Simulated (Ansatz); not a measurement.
`[NH2][Sn]([Cl])[Cl]`• → 2 Cl• + 2 H• + N• + Sn•  (atomization)

Computed with Ansatz on PBE0-D4/def2-TZVP structures; ΔE is electronic, products minus reactants. CBS: MP2 limit from def2 TZ/QZ plus the TZ coupled-cluster correction, frozen cores. This one scheme is used for every species, atoms too. For atomizations the MP2-based limit and the directly extrapolated one differ by several kJ/mol either way, and by 10 to 25 for some Ge, Se and Sn compounds, so smaller differences from it don't rank the levels. DFT in def2-TZVPP. B3LYP here is the variant with VWN-RPA as its local correlation; programs differ in this. No spin–orbit coupling; open shells (•) take unrestricted orbitals. Spin–orbit coupling would lower the free atoms: a little for Cl; strongly for Sn. Elements past krypton have def2 core potentials. For Sn outer-core shells are correlated without core-valence functions, so the limit isn't a true one: a few kJ/mol of doubt a bond, and 10 to 20 or more in all where bonds break to atoms. Each species was taken in one conformer, which may not be the lowest.

`[NH2][Sn]([Cl])[Cl]`•:

Z-matrix (Å, degrees):
```
N
Sn 1 2.040
H 1 1.015 2 113.5
H 1 1.015 2 113.5 3 -124.4
Cl 2 2.345 1 103.7 3 -61.4
Cl 2 2.345 1 103.7 3 -174.3
```

(1) What is ΔE at CCSD(T)/CBS? (Estimate.)

(2) What do these levels give: PBE-D4, revPBE-D4, BLYP-D4, PBE0-D4, B3LYP-D4, revPBE, B3LYP, r2SCANh, CCSD/def2-SVP, MP2/def2-TZVPP, CCSD/def2-TZVPP, CCSD/CBS(def2)? (Estimate.)

Largest T1 diagnostic among the species: 0.016.

Answers

(1) Ansatz gave: +405.5 kcal/mol.

(2) Ansatz gave: PBE-D4 418.2, revPBE-D4 404.4, BLYP-D4 407.7, PBE0-D4 404.0, B3LYP-D4 403.1, revPBE 394.9, B3LYP 396.4, r2SCANh 401.0, CCSD/def2-SVP 348.4, MP2/def2-TZVPP 393.8, CCSD/def2-TZVPP 375.3, CCSD/CBS(def2) 395.0 kcal/mol.

From r2SCAN to r2SCAN0 (25 % exact exchange), in def2-TZVPP and without D4, ΔE moves by −12.9 kcal/mol: exact exchange takes away binding that semilocal exchange gives to molecules. Leaving LDA and LC-ωPBE aside and taking each functional with its dispersion term where it has one, the values, not all of them listed here, spread over 32.9 kcal/mol, from BHLYP-D4 to PBE-D4. LDA lies +61.3 kcal/mol from PBE without D4, its usual overbinding.
